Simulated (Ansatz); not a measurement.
Ansatz (a program for electronic structure) input:
A basis named .json is the Basis Set Exchange file of that set.

Ansatz 0.2 input:
```yaml
crystal:
  periodic: [false, false, false]
  atoms:
    - {symbol: Ge, position_ang: [-0.00000000, -0.00000000, -1.54512964]}
    - {symbol: Te, position_ang: [0.00000000, 0.00000000, 0.95084901]}
basis:
  gaussian:
    orbitals: def2-TZVPPD.json
    fitting: {mean_field: def2-universal-jkfit, correlation: def2-TZVPPD-RIFIT.json}
total_charge: -1
magnetization: {spin_polarized: true, initial_magnetization: 1}
correlation: {method: mp2, electrons: outside_noble_gas}
```

What final total energy does it print?

-2342.64619 Eh (RI-MP2/def2-TZVPPD). The basis has 113 functions.
